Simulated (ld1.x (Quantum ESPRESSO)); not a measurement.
## Ranking RRKJ potentials for palladium (Pd)

All share these settings but for the change named:

```
Element                 : Pd
Generator               : ld1.x (Quantum ESPRESSO) 7.5
Type                    : norm-conserving RRKJ (Kleinman–Bylander form)
Functional              : revPBE
Relativity              : scalar-relativistic
Frozen core             : [Ar] 3d10
Valence charge          : 18
Reference configuration : 4s2 4p6 4d9.5 5s0 5p0 (charge +0.5)
Partial waves           : 4p (bound): rc 1.65 bohr; 4d (bound): rc 1.90 bohr; 4s (bound): rc 1.10 bohr
Local potential         : the s channel
Core correction         : none
```

Test errors are all-electron minus pseudo excitation energies from the reference, over 4s2 4p6 4d10 5s0 5p0; 4s2 4p6 4d9 5s0 5p0; 4s2 4p6 4d8 5s0 5p0; 4s2 4p6 4d6 5s0 5p0; 4s2 4p6 4d9 5s0 5p1; 4s2 4p5 4d10 5s0 5p0; 4s2 4p6 4d8 5s1 5p0. None of these files shows a bound ghost.

The base gives 226.8 meV.

Of 10 variants that were run, those that failed, showed a ghost or another fault, or gave nearly equal values are left out.

A variant can come out equal or close to the base, since the largest error may sit in a test that the change hardly touches while other tests move.

(1) Rank these variants by their largest absolute test error, smallest first.
A. wave 4d (bound): rc 1.90 bohr becomes 4d (bound): rc 2.64 bohr
B. wave 4d (bound): rc 1.90 bohr becomes 4d (bound): rc 1.54 bohr
C. wave 4d (bound): rc 1.90 bohr becomes 4d (bound): rc 2.34 bohr
D. wave 4d (bound): rc 1.90 bohr becomes 4d (bound): rc 2.12 bohr
E. wave 4d (bound): rc 1.90 bohr becomes 4d (bound): rc 2.52 bohr

## Answers

(1) B (221.7 meV), D (252.9 meV), C (622.0 meV), E (1172.1 meV), A (1727.2 meV).
